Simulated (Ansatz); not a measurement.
## Abstraction of H: SiH2Cl2 + GeF3 → SiHCl2 + GeHF3

Species: SiH2Cl2 (dichlorosilane (DCS)) `Cl[SiH2]Cl`, singlet; GeF3 `[F][Ge]([F])[F]`, doublet; SiHCl2 `Cl[SiH]Cl`, doublet; GeHF3 `[F][GeH]([F])[F]`, singlet. A radical takes H: the energy is the difference in strength between the Si–H bond broken and the Ge–H bond made.

Shapes, held fixed at every level: PBE0-D4/def2-TZVP. Programs: Ansatz 0.2.0. The zero-point and thermal change to 298 K, harmonic and unscaled (PBE0-D4/def2-TZVP), is -1.7 kJ/mol.

Estimate ΔH(298 K) of this reaction.

The highest level, CCSD(T)/def2-TZVPP, gives ΔH(298 K) = +10.2 kJ/mol; the levels span +6.9 to +18.7. The column of differences is taken from that level and isn't an error. No measured value is set beside it here. Open shells run unrestricted. Relativity is left out for Ge. Outer-core shells of Ge are correlated in most correlated rows, in sets that cover them unevenly.

```csv
level,kind,ΔH(298 K) (kJ/mol),less CCSD(T)/def2-TZVPP
MP2/def2-TZVPP,perturbation theory,+12.9,+2.7
HF/def2-TZVPP,Hartree–Fock,+9.8,-0.4
SPW92/def2-TZVPP,LDA,+13.0,+2.8
r2SCAN-D4/def2-TZVPP,meta-GGA,+14.4,+4.2
PBE0-D4/def2-TZVPP,global hybrid,+13.6,+3.4
wB97X-V/def2-TZVPP,range-separated hybrid,+18.7,+8.5
CCSD/def2-SVP,coupled cluster or CI,+6.9,-3.3
CCSD(T)/def2-TZVPP,coupled cluster or CI,+10.2,0.0
```
